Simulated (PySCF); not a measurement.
Computed XPS line lists of a few unrelated compounds.

Method: PySCF, delta-SCF UKS SCAN, pcX-2 on the ionised atom, pcseg-1 elsewhere, spin-free X2C. Geometries: PBE0-D3(BJ)/def2-SVP; isolated species, one conformer each.

Line lists (1s up to Mg, 2p3/2 beyond, nothing for Ga or Ge; areas count atoms within a level, one atom standing for each set equivalent by bonding):
1. C 1s: 284.84 (area 1), 286.09 (area 3) eV
2. C 1s: 291.69 eV; Si 2p3/2: 106.51 eV; Cl 2p3/2: 205.88 eV
3. C 1s: 290.33 (area 1), 290.72 (area 1), 290.94 (area 1), 293.15 (area 1) eV; F 1s: 692.27 eV
4. B 1s: 194.32 eV; P 2p3/2: 136.97 eV

Structures:
A. `C=C[C@H](C)F`
B. `[BH2-]1[PH2+][BH2-][PH2+]1`
C. `[SiH3][Ge@@H]([GeH3])[CH2]Cl`
D. `C[C](C)(C)[GaH3-]`

Problem. Match each list to its structure.

Solution. 
- 1 = D: no other candidate has this set of levels. C 1s: 284.84 sp3 carbon without hydrogen, 286.09 methyl carbon (×3).
- 2 = C: no other candidate has this set of levels. C 1s: 291.69 sp3 C–Cl carbon; Si 2p3/2: 106.51 SiH3 silicon; Cl 2p3/2: 205.88 alkyl chlorine.
- 3 = A: no other candidate has this set of levels. C 1s: 290.33 terminal =CH2 carbon, 290.72 alkene CH carbon, 290.94 methyl carbon, 293.15 sp3 C–F carbon; F 1s: 692.27 alkyl fluorine.
- 4 = B: no other candidate has this set of levels. B 1s: 194.32 four-coordinate boron (×2); P 2p3/2: 136.97 phosphorus bonded to 2 B and 2 H (×2).

Spin–orbit coupling isn't in the SCF: each 2p doublet comes from a relaxed spin-free hole plus a matrix of the shell (mean-field spin–orbit coupling and the ground-state 2p splitting), with 2p3/2 averaged over its two sublevels.
